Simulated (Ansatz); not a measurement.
Li4H4⁻ (relaxed from a model of (LiH)4 ring, whose bonding it doesn't keep). Total charge -1; doublet. Geometry PBE0-D4/def2-TZVP, that of the neutral singlet; atoms count from 1.

```xyz
8

Li   -0.9020    1.1898   -1.5017
H    -0.1943   -0.1415   -2.2588
Li    0.6431   -1.3788   -1.4787
H     1.1771   -1.9422    0.0168
Li    0.9100   -1.1849    1.5008
H     0.1964    0.1427    2.2587
Li   -0.6516    1.3733    1.4795
H    -1.1786    1.9415   -0.0166
```

The highest occupied level of the charge -1 doublet lies above zero (up to 1.24 eV). By energy differences it is unbound by 0.28 eV (vertical, to the charge 0 singlet, at PBE0-D4/def2-TZVPD) and held by the finite basis.

(1) Estimate the Mulliken populations from the PBE0/def2-TZVPD orbitals of Ansatz.

(2) Where does the spin sit?

## Answers

(1) 
| atom | charge (e) | spin (α − β) |
| --- | --- | --- |
| Li1 | 0.46 | 0.23 |
| H2 | -0.71 | 0.02 |
| Li3 | 0.46 | 0.23 |
| H4 | -0.71 | 0.02 |
| Li5 | 0.46 | 0.23 |
| H6 | -0.71 | 0.02 |
| Li7 | 0.46 | 0.23 |
| H8 | -0.71 | 0.02 |
Mulliken values and Mayer orders depend strongly on the basis. With diffuse functions, as here, like atoms can get unlike values, and bond orders can come out too low or too high.

(2) Summed by element: Li 0.93, H 0.07, of 1 unpaired in all. Largest on single atoms: Li3 0.23, Li7 0.23, Li1 0.23.
